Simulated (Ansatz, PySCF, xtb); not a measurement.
Noncovalent pair: aminoborane (SMILES BN) (first 6 atoms) with HF (SMILES F); geometry from B3LYP-D3(BJ)/def2-TZVP.
(charge 0, multiplicity 1):
```xyz
8

B      0.9064    -0.1258     0.0613
N     -0.1434     0.5794     0.6653
H      0.6626    -0.8237    -0.8706
H      1.9991    -0.0255     0.5206
H      0.0124     1.2765     1.3784
H     -1.0649     0.6332     0.2571
F     -0.9858    -1.3604     2.5874
H     -0.6461    -0.7826     1.9296
```

Interaction energies are E(AB) − E(A) − E(B) at the monomers' geometry in the complex; basis-set methods are counterpoise corrected. Rows marked so take none.

Frozen-core correlation. Rows in 6-31G*, STO-3G carry no dispersion term and start afresh at each structure (6-31G* with six Cartesian d functions).

The values were computed with Ansatz (Gaussian basis) for Hartree–Fock, density functionals and correlated methods; PySCF for 6-31G* rows, STO-3G rows, the dispersion terms; xtb for the GFN methods. Values without a source in brackets are computed.

```csv
level,interaction energy (meV)
GFN2-xTB,-293.8
HF/STO-3G (no counterpoise),-60.8
HF/6-31G*,-173.3
BLYP-D4/def2-TZVPPD,-233.0
BHLYP-D3(BJ)/def2-TZVPPD,-275.0
CAM-B3LYP-D3(BJ)/def2-TZVPPD,-268.9
B2PLYP-D3(BJ)/def2-TZVPPD,-240.1
SCS-MP2/aug-cc-pVTZ,-195.5
CCSD(T)/aug-cc-pVDZ,[?]
```

### Question
Fill in the missing entries.

### Answer

- CCSD(T)/aug-cc-pVDZ, interaction energy (meV): -187.8

Ansatz is a program for electronic structure.
